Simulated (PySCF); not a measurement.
# Optical rotation: SMILES C=C[C@H]1CO[C@@H]1[Se]C, C₆H₁₀OSe

Molfile (atoms numbered from 1):
```
C6H10OSe
     RDKit          3D

 18 18  0  0  0  0  0  0  0  0999 V2000
   -2.1100    2.1235   -0.1160 C   0  0  0  0  0  0  0  0  0  0  0  0
   -1.8666    0.8315   -0.2413 C   0  0  0  0  0  0  0  0  0  0  0  0
   -0.5375    0.2113   -0.0042 C   0  0  1  0  0  0  0  0  0  0  0  0
   -0.5123   -1.1594    0.6917 C   0  0  0  0  0  0  0  0  0  0  0  0
    0.0635   -1.7833   -0.4575 O   0  0  0  0  0  0  0  0  0  0  0  0
    0.0450   -0.5808   -1.1887 C   0  0  2  0  0  0  0  0  0  0  0  0
    1.8475   -0.0481   -1.8180 Se  0  0  0  0  0  2  0  0  0  0  0  0
    2.8420   -0.5724   -0.2217 C   0  0  0  0  0  0  0  0  0  0  0  0
   -1.3445    2.8169    0.1911 H   0  0  0  0  0  0  0  0  0  0  0  0
   -3.0815    2.5408   -0.3159 H   0  0  0  0  0  0  0  0  0  0  0  0
   -2.6457    0.1504   -0.5590 H   0  0  0  0  0  0  0  0  0  0  0  0
    0.1585    0.9363    0.4203 H   0  0  0  0  0  0  0  0  0  0  0  0
    0.1312   -1.2419    1.5713 H   0  0  0  0  0  0  0  0  0  0  0  0
   -1.4979   -1.5779    0.9130 H   0  0  0  0  0  0  0  0  0  0  0  0
   -0.5787   -0.6323   -2.0865 H   0  0  0  0  0  0  0  0  0  0  0  0
    2.6342    0.1171    0.5938 H   0  0  0  0  0  0  0  0  0  0  0  0
    3.8974   -0.5390   -0.4779 H   0  0  0  0  0  0  0  0  0  0  0  0
    2.5466   -1.5863    0.0347 H   0  0  0  0  0  0  0  0  0  0  0  0
  1  2  2  0
  2  3  1  0
  3  4  1  0
  4  5  1  0
  5  6  1  0
  6  7  1  0
  7  8  1  0
  6  3  1  0
  1  9  1  0
  1 10  1  0
  2 11  1  0
  3 12  1  1
  4 13  1  0
  4 14  1  0
  6 15  1  6
  8 16  1  0
  8 17  1  0
  8 18  1  0
M  END
```

Theory: TDDFT wB97X-D/def2-SVPD circular dichroism and optical rotation, one conformer, gas phase in PySCF 2.14.0. Geometry: GFN2-xTB.

The molecule is flexible and this is one conformer; a measurement averages over conformers. The calculation is non-relativistic, which matters for the atoms heavier than Zn.

Stereocentres: C3 S, C6 R.

Question: What is the specific rotation at 633, 589.3, 546, 436, 405, 365, 355 nm?

Answer: [α] in deg dm⁻¹ (g/mL)⁻¹:
| λ (nm) | origin-invariant length gauge | modified velocity gauge | length gauge (centre of mass) | isotropic polarisability (au) |
| --- | --- | --- | --- | --- |
| 633 | +203.9 | +208.5 | +203.5 | 106.4 |
| 589.3 | +239.3 | +244.7 | +238.8 | 106.9 |
| 546 | +284.9 | +291.3 | +284.3 | 107.5 |
| 436 | +489.7 | +500.2 | +488.9 | 110.2 |
| 405 | +592.5 | +604.9 | +591.7 | 111.5 |
| 365 | +788.2 | +803.8 | +787.5 | 113.8 |
| 355 | +854.3 | +870.8 | +853.6 | 114.5 |

Question: And for the mirror image at 589.3 nm?

Answer: -239.3 deg dm⁻¹ (g/mL)⁻¹ (origin-invariant length gauge): the same size and the opposite sign.

Question: What is the molar rotation [Φ] = [α]·M/100 of the geometry above at 589.3 nm?

Answer: With M = 177.12 g/mol, +423.9 deg cm² dmol⁻¹ (origin-invariant length gauge).

The first excitation lies at 4.78 eV (259 nm) with R = +0.4 × 10⁻⁴⁰ esu² cm² (velocity form).
